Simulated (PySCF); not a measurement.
States of one metal complex from SC-NEVPT2 in the d shell, PySCF, above the ground state:

| 2S+1 | degeneracy | energy / cm⁻¹ | f (electric dipole) |
| --- | --- | --- | --- |
| 2 | 3 | 0 | – |
| 2 | 2 | 2753 | 1.6e-05 |

Question: Which of these complexes, all computed at model or optimised geometries, gave the data?
A. Ti(NH2)3 (d1, trigonal planar)
B. NbF4 (d1, tetrahedral)
C. [NbCl6]2- (d1, octahedral)
D. [CuI4]2- (d9, tetrahedral)

Answer: D. [CuI4]2- (d9, tetrahedral) has 2T2, then 2E at 2753 cm⁻¹ (NEVPT2). The others: Ti(NH2)3 (d1, trigonal planar) has 2A1', then 2E'' at 9478, 2E' at 14626 cm⁻¹ (NEVPT2); NbF4 (d1, tetrahedral) has 2A1 (from 2E), then 2B1 (from 2E) at 10997, 2E (from 2T2) at 13689 cm⁻¹ (NEVPT2); [NbCl6]2- (d1, octahedral) has 2B2g (from 2T2g), then 2B3g (from 2T2g) at 121, 2Ag (from 2T2g) at 212 cm⁻¹ (NEVPT2).

The d shell alone is too small an active space for [CuI4]2- (Cu(II) with such soft donors has much ligand-hole, Cu(I)-like character): its levels, fitted parameters, g values and moments show what this model gives and aren't sound predictions.

The d shell alone is too small an active space for NbF4 (an active orbital has only 0.60 squared overlap with the free ion's shell): its levels, fitted parameters, g values and moments show what this model gives and aren't sound predictions.

The d shell alone is too small an active space for [NbCl6]2- (an active orbital has only 0.63 squared overlap with the free ion's shell): its levels, fitted parameters, g values and moments show what this model gives and aren't sound predictions.

On [CuI4]2-: Ligand-hole states mix strongly into such Cu(II) halides; the d shell alone makes them too ionic, overstates g shifts and moments and can put the wrong state lowest. The ground state is orbitally degenerate in this regular structure, which would distort (Jahn–Teller).
